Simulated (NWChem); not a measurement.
Species: C3H3ClF2; SMILES FC(F)/C=C/Cl

```xyz
9

F     -0.9870     2.3055    -0.2943
C     -0.0641     1.5617     0.3928
F      1.1552     1.7490    -0.1953
C     -0.4641     0.1173     0.3610
C      0.3665    -0.8335    -0.0550
Cl    -0.0615    -2.5211    -0.0946
H     -0.0094     1.9689     1.4100
H     -1.4681    -0.1073     0.7088
H      1.3727    -0.6353    -0.4026
```
Atoms are numbered in this order, from 1.

Results from NWChem. Pople sets run with spherical d functions. Coordinates come from a B3LYP/6-31G* (spherical d) optimisation. Level: B3LYP/6-31G* with SMD (1 M gas to 1 M solution), gas-phase geometry.

**Question.** Predict the results for solvent water. Quantities: solvation free energy (kcal/mol); cavity-dispersion-structure term (kcal/mol); dipole in solution (D).

**Answer.** 
```json
{
  "solvation free energy (kcal/mol)": "-0.7",
  "cavity-dispersion-structure term (kcal/mol)": "3.9",
  "dipole in solution (D)": "1.78"
}
```
